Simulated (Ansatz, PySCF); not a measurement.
C2H6ClFSi, SMILES F[C@@H](Cl)C[SiH3].

Coordinates come from a PBE-D3(BJ)/def2-SVP optimisation. The structure was generated by enumeration; whether it is a known compound was not checked. Other conformers were not sampled.

Vertical ionisation energy (IE) and electron affinity (EA) in eV. Rows of orbital energies are one-electron estimates. Where ΔSCF, EOM or ADC give a negative EA the extra electron is unbound and the value depends on the basis.

| level | IE | EA |
|---|---|---|
| −ε(HOMO), −ε(LUMO), PBE0/def2-TZVP (PySCF) | 8.77 | -0.26 |
| −ε(HOMO), −ε(LUMO), PBE/def2-TZVP (PySCF) | 7.34 | 0.81 |
| ΔSCF, PBE0/def2-SVPD (Ansatz), final states of multiplicity 2 and 2 | 10.99 | -1.41 |
| ΔSCF, PBE/def2-SVPD (Ansatz), final states of multiplicity 2 and 2 | … | … |

Problem. Complete the blanks. (The exact figures need the calculation; the answer reports its results.)

Solution. 
- ΔSCF, PBE/def2-SVPD (Ansatz, a program for electronic structure), final states of multiplicity 2 and 2, IE: 10.47
- ΔSCF, PBE/def2-SVPD (Ansatz), final states of multiplicity 2 and 2, EA: -1.17

Problem. What vertical singlet–triplet gap does ΔSCF give with PBE0/def2-SVPD (Ansatz) and with PBE/def2-SVPD (Ansatz)? (Estimate from the structure and the level; the computed values follow.)

Solution. 6.62 and 6.33 eV (triplet above singlet where positive).
